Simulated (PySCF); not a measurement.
Delta-SCF ions had no search for a lower state. Excitations are Tamm–Dancoff values on a coarser integration grid. The basis has no diffuse functions, so Rydberg states are missing or too high.

# H₅InN₂, SMILES `[NH2][InH][NH2]` (charge 0, multiplicity 1)

Computed with r2SCAN-D4/def2-TZVP in PySCF 2.14.0.

```
Quantity                                                                     Value
-------------------------------------------  -------------------------------------
HOMO                                                                      -5.63 eV
dipole moment                                                               0.13 D
HOMO–LUMO gap                                                              4.75 eV
LUMO                                                                      -0.88 eV
S1 excitation (TDA)                                                        4.98 eV
S1 oscillator strength                                                       0.004
brightest of the four lowest singlets (TDA)                                5.68 eV
T1 excitation (TDA)                                                        4.29 eV
S1–T1 gap (TDA)                                                            0.68 eV
vertical ionisation energy (Delta-SCF)                                     8.49 eV
total energy                                                           -8237.03 eV
cost                                         about 6 core-minutes (a rough figure)
```

```xyz
8

N     -1.6230    -0.3781    -0.3945
In    -0.0230     0.7814     0.0550
N      1.6439    -0.3342     0.3443
H     -2.5504    -0.0216    -0.2114
H     -1.5894    -1.3556    -0.1393
H     -0.0727     2.4767     0.1744
H      2.5482     0.0979     0.2169
H      1.6664    -1.2666    -0.0454
```
